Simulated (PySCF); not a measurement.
Löwdin shares of the frontier orbitals

C8H10OSSi2.
SMILES with atom numbers: `[OH:1][Si@H:2]1[CH:3]=[CH:4][Si@@H:5]([c:6]2[cH:7][cH:8][cH:9][s:10]2)[CH:11]=[CH:12]1` (hydrogens: H13 on O1; H14 on Si2; H15 on C3; H16 on C4; H17 on Si5; H18 on C7; H19 on C8; H20 on C9; H21 on C11; H22 on C12)

Structure used (PBE0-D3(BJ)/def2-SVP), in Å, numbered top down from 1:
```xyz
22
C8H10OSSi2 angstrom
O     -3.458   -1.543    1.382
Si    -3.096   -0.351    0.267
C     -2.132    0.964    1.167
C     -0.929    1.436    0.788
Si     0.035    0.847   -0.706
C      1.734    0.266   -0.196
C      2.961    0.749   -0.605
C      4.063    0.066   -0.025
C      3.664   -0.936    0.823
S      1.957   -1.041    0.912
C     -0.892   -0.544   -1.550
C     -2.095   -1.014   -1.167
H     -4.261   -2.046    1.230
H     -4.389    0.198   -0.262
H     -2.587    1.372    2.082
H     -0.450    2.209    1.407
H      0.271    1.978   -1.658
H      3.062    1.578   -1.309
H      5.109    0.303   -0.226
H      4.290   -1.616    1.400
H     -0.393   -1.015   -2.410
H     -2.526   -1.851   -1.738
```

Computed with TDDFT CAM-B3LYP/def2-SVPD, vertical, gas phase, core orbitals frozen in the response (PySCF).

Kohn–Sham orbitals with the atoms that hold most of them (Löwdin shares over 4%, at most four atoms; ? is withheld):

| orbital | ε (eV) | atoms |
| --- | --- | --- |
| LUMO+2 | 0.54 | C12 12%, C11 12%, C3 10%, C4 10% |
| LUMO+1 | 0.22 | S10 15%, C6 15%, C9 14%, C7 11% |
| LUMO | -0.12 | ? |
| HOMO | ? | C6 26%, C9 25%, C8 15%, C7 12% |
| HOMO-1 | -8.50 | ? |
| HOMO-2 | -9.13 | C12 16%, C3 15%, C11 13%, C4 13% |
| HOMO-3 | -9.29 | C12 17%, C11 17%, C3 13%, C4 12% |

Give the leading atoms of the LUMO.

C4 (bonded to C, Si and H) 14%; C3 (bonded to C, Si and H) 14%; C11 (bonded to C, Si and H) 13%; C12 (bonded to C, Si and H) 13%.

Give the leading atoms of the HOMO-1.

S10 (bonded to 2 C) 42%; C7 (bonded to 2 C and H) 20%; C8 (bonded to 2 C and H) 16%; C6 (bonded to C, S and Si) 9%. By element: carbon 44% or more, sulfur 42%.

What is the HOMO energy, and the HOMO–LUMO gap?

ε(HOMO) = -8.11 eV; the gap is 7.99 eV (0.2938 hartree).

The HOMO–LUMO gap is 7.99 eV. Where does the response calculation put the lowest singlet, and from which orbitals?

S1 is at 5.26 eV (f = 0.0013), 2.73 eV below the gap, made of HOMO-2→LUMO (42%), HOMO→LUMO (36%), HOMO-4→LUMO (11%). Its leading pair isn't HOMO and LUMO; the energies of that pair differ by 9.02 eV. Without the coupling terms of the response equations the lowest excitation would equal the gap.

Next come S2 at 5.46 eV (f 0.212), HOMO→LUMO+1 (78%); S3 at 5.71 eV (f 0.115), HOMO-1→LUMO+1 (58%), HOMO-1→LUMO+2 (14%), HOMO→LUMO+2 (13%); S4 at 5.77 eV (f 0.0070), HOMO-2→LUMO+2 (23%), HOMO→LUMO+2 (17%), HOMO-2→LUMO+1 (15%); S5 at 5.82 eV (f 0.0018), HOMO→LUMO (37%), HOMO-2→LUMO (37%).

Löwdin shares depend on the basis, the more so with diffuse functions.

Time: 3.1 min wall, 6.7 min CPU; peak memory 2.3 GiB. Hardware: 2 threads, Intel Xeon Platinum 8259CL at 2.50 GHz (x86_64), shared host with 96 logical CPUs at a one-minute load of 65.

One conformer stands for the species.
